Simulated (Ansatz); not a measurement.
Input file for `C[SiH2][SiH](Cl)Cl`:

```yaml
crystal:
  periodic: [false, false, false]
  atoms:
    - {symbol: C, position_ang: [-1.183302, 0.572026, 1.208787]}
    - {symbol: Si, position_ang: [0.059018, 0.880831, -0.157593]}
    - {symbol: Si, position_ang: [1.042955, -1.130666, -0.828375]}
    - {symbol: Cl, position_ang: [-0.453518, -2.445980, -1.349615]}
    - {symbol: Cl, position_ang: [2.259329, -0.817451, -2.453960]}
    - {symbol: H, position_ang: [-0.696306, 0.157463, 2.093965]}
    - {symbol: H, position_ang: [-1.676348, 1.503296, 1.496253]}
    - {symbol: H, position_ang: [-1.948024, -0.133318, 0.877136]}
    - {symbol: H, position_ang: [1.145179, 1.796103, 0.289339]}
    - {symbol: H, position_ang: [-0.588753, 1.462857, -1.363681]}
    - {symbol: H, position_ang: [1.864971, -1.818160, 0.195643]}
basis:
  gaussian: {orbitals: def2-TZVPP}
correlation: {method: ccsd_t}
```

```sh
$ ansatz run in.yaml --threads 4 --pin off --events-out ev --progress --plain --max-ram 10444MiB
```

Log, shortened:

```
Functional definition: HF
1626 factors; integrals over basis functions are off by at most 9.8e-4 eV
mean field evaluation 1: about -41859.0850 eV, gradient 2.9e1 eV
mean field evaluation 2: about -41859.3954 eV, gradient 2.9e1 eV
mean field evaluation 4: about -41862.1120 eV, gradient 3.3e0 eV
mean field evaluation 8: about -41862.1685 eV, gradient 1.7e-1 eV
mean field -41862.16869390 eV, -1538.4063243038 hartree, gradient 8.4e-6 eV, S^2 0.000000; 0 other end points of the search recorded, 0 dependent functions left out
21 core orbitals not correlated: weight in the atoms' cores, before any rotation towards them, 1.000 or more for the frozen orbitals, at most 0.000 for the correlated occupied ones
reference -41862.16869390 eV, -1538.4063243038 hartree; 16, 16 occupied and 246, 246 virtual orbitals, 1626 factors
second order -21.74969326 eV of doubles, -0.00000000 eV of singles
cycle   1  -23.12722364 eV  change    -1.4e0 eV  update   9.7e-2
cycle   2  -23.69699282 eV  change   -5.7e-1 eV  update   2.8e-2
cycle   3  -23.77579384 eV  change   -7.9e-2 eV  update   1.2e-2
cycle   4  -23.76753170 eV  change    8.3e-3 eV  update   3.1e-3
cycle   5  -23.76615674 eV  change    1.4e-3 eV  update   1.1e-3
cycle   6  -23.76610489 eV  change    5.2e-5 eV  update   3.3e-4
cycle   7  -23.76605221 eV  change    5.3e-5 eV  update   1.0e-4
cycle   8  -23.76607288 eV  change   -2.1e-5 eV  update   3.3e-5
perturbative correction -0.97178547 eV, -0.0357124574 hartree
Total energy: -41886.90655226 eV, -1539.3154238304 hartree
```

It took 4.8 min on 4 threads of an Arm Neoverse V1 on a shared host, with 7.4 GiB of host memory at the peak.

Correlation energy per correlated electron: -0.773 eV. T1 diagnostic: 0.0102.
